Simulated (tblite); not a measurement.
Species: C7H9BSi.
Numbering: `[BH2:1][C:2]#[C:3][SiH2:4]/[CH:5]=[C:6](/[CH3:7])[C:8]#[CH:9]` (hydrogens: H10, H11 on B1; H12, H13 on Si4; H14 on C5; H15, H16, H17 on C7; H18 on C9)

Computed with GFN2-xTB (tblite), gas phase: L-BFGS steps from a force-field or distance-geometry start until the largest atomic force falls under 0.01 eV/Å.

Step 76: E = -608.5464 eV
```
atom  x, y, z in Å  |  force x, y, z in eV/Å
B1      4.8568   -0.0008    0.5549   -0.009   0.004   0.011
C2      3.4777   -0.2731    0.0459    0.012   0.004  -0.011
C3      2.3548   -0.4774   -0.3755   -0.007  -0.003  -0.010
Si4     0.6711   -0.8294   -1.0660    0.031  -0.024   0.000
C5     -0.4858    0.5242   -0.4658   -0.016  -0.010   0.015
C6     -1.8202    0.4314   -0.4348   -0.017  -0.002   0.005
C7     -2.7278    1.5301    0.0375   -0.009   0.014   0.007
C8     -2.4921   -0.7415   -0.8571    0.004  -0.038  -0.013
C9     -3.1122   -1.7127   -1.1975    0.042   0.012  -0.010
H10     5.0551    0.9558    1.1987    0.003   0.021   0.014
H11     5.7304   -0.7389    0.3055   -0.019  -0.014  -0.011
H12     0.2519   -2.1503   -0.5826    0.001   0.006  -0.020
H13     0.7906   -0.7902   -2.5320   -0.014  -0.022   0.004
H14    -0.0438    1.4528   -0.1241   -0.005   0.012   0.000
H15    -2.1490    2.3872    0.3758   -0.028  -0.002  -0.003
H16    -3.3547    1.1738    0.8562    0.022   0.019  -0.015
H17    -3.3899    1.8414   -0.7721    0.020   0.005   0.025
H18    -3.6217   -2.5762   -1.5081   -0.011   0.017   0.010
```

Step 77: E = -608.5467 eV
```
atom  x, y, z in Å  |  force x, y, z in eV/Å
B1      4.8545   -0.0014    0.5552   -0.003   0.001   0.009
C2      3.4754   -0.2721    0.0467    0.021   0.013  -0.005
C3      2.3532   -0.4756   -0.3762   -0.027  -0.008  -0.017
Si4     0.6698   -0.8285   -1.0659    0.037  -0.034  -0.002
C5     -0.4858    0.5246   -0.4644   -0.021  -0.005   0.012
C6     -1.8202    0.4316   -0.4337   -0.016   0.017   0.011
C7     -2.7275    1.5317    0.0374   -0.007   0.007   0.007
C8     -2.4901   -0.7424   -0.8556    0.010  -0.012  -0.005
C9     -3.1064   -1.7153   -1.1972    0.031   0.000  -0.013
H10     5.0557    0.9546    1.1989    0.004   0.021   0.015
H11     5.7243   -0.7426    0.3027   -0.007  -0.012  -0.006
H12     0.2536   -2.1503   -0.5834   -0.003   0.002  -0.016
H13     0.7860   -0.7902   -2.5319   -0.011  -0.020  -0.001
H14    -0.0440    1.4537   -0.1246   -0.001   0.017   0.005
H15    -2.1494    2.3887    0.3781   -0.028  -0.017  -0.010
H16    -3.3566    1.1751    0.8542    0.019   0.020  -0.012
H17    -3.3873    1.8442   -0.7735    0.019   0.004   0.023
H18    -3.6138   -2.5795   -1.5080   -0.016   0.006   0.006
```

Question: Estimate the geometry and energy of step 78. (The exact step hangs on the optimiser's Hessian estimate; all steps are aligned on step 77, rigid shifts and turns removed.)

Answer: E = -608.5471 eV, largest force 0.049 eV/Å
```
atom  x, y, z in Å  |  force x, y, z in eV/Å
B1      4.8509    0.0034    0.5572    0.004  -0.001   0.004
C2      3.4729   -0.2704    0.0478    0.025   0.022   0.002
C3      2.3521   -0.4764   -0.3769   -0.027  -0.010  -0.017
Si4     0.6700   -0.8327   -1.0664    0.025  -0.030  -0.005
C5     -0.4847    0.5203   -0.4632   -0.018   0.002   0.005
C6     -1.8193    0.4298   -0.4333   -0.008   0.026   0.015
C7     -2.7233    1.5324    0.0389   -0.016   0.004   0.008
C8     -2.4903   -0.7429   -0.8566    0.019   0.023   0.009
C9     -3.1080   -1.7137   -1.2009    0.015  -0.016  -0.017
H10     5.0519    0.9607    1.1997    0.003   0.007   0.009
H11     5.7192   -0.7391    0.3025   -0.001  -0.003   0.003
H12     0.2569   -2.1555   -0.5856   -0.009  -0.006  -0.008
H13     0.7834   -0.7956   -2.5322   -0.008  -0.017  -0.009
H14    -0.0417    1.4494   -0.1244   -0.001   0.012   0.008
H15    -2.1441    2.3915    0.3740   -0.030  -0.035  -0.017
H16    -3.3479    1.1786    0.8607    0.021   0.022  -0.018
H17    -3.3879    1.8418   -0.7696    0.022   0.004   0.028
H18    -3.6187   -2.5752   -1.5129   -0.017  -0.004   0.002
```

The energy changes by -0.0004 eV. The first-order estimate −F·Δx gives -0.0005 eV and the mean of the old and new forces, exact on a quadratic surface, -0.0004 eV. The step makes an angle of 79° with the force vector and moves no atom by more than 0.011 Å.

What follows is the cost of the whole relaxation. The run took 3.1 s wall on Intel Xeon at 2.50 GHz, one thread, shared host with 64 logical CPUs at a one-minute load of 58.
